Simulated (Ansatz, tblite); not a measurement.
Isomers of Sn8 (singlet), found by a short tight-binding search and relaxed with PBE-D4/def2-SVP in Ansatz.

In the def2 sets Sn takes a core potential; there is no spin–orbit coupling. The xTB rows come from tblite.

B: A triplet lies near this restricted singlet, and broken spin symmetry wasn't tried.

Other spin states were run for one of them alone.

A:

Cartesian coordinates in Å:
```
Sn -0.608 0.532 -2.290
Sn 1.913 -0.156 -0.252
Sn 2.195 1.511 2.030
Sn -1.075 -1.570 0.079
Sn 0.955 -1.886 -2.351
Sn -3.015 0.609 -0.623
Sn -0.596 1.555 0.705
Sn 0.231 -0.595 2.702
```

B:

Cartesian coordinates in Å:
```
Sn -1.1008 2.3218 -0.4703
Sn 1.3886 -0.5071 -0.5263
Sn -0.4651 -2.8435 -0.3325
Sn 0.8929 -1.7265 2.1509
Sn -1.7218 -0.3842 1.0895
Sn 1.5068 2.0804 -1.7021
Sn -1.3029 -0.3428 -2.0673
Sn 0.8022 1.4019 1.8582
```

Q: Estimate which lies lowest at each level, and how far above it the others are (kJ/mol).

A: 
| level | A | B |
| --- | --- | --- |
| GFN1-xTB | 67.9 | 0.0 |
| GFN2-xTB | 54.5 | 0.0 |
| PBE-D4/def2-TZVP | 70.5 | 0.0 |
| r2SCAN-D4/def2-TZVP | 58.1 | 0.0 |
| PBE0-D4/def2-TZVP | 66.4 | 0.0 |
Point groups (tolerance 0.1 Å): A not assigned, B not assigned. Lower isomers may exist.
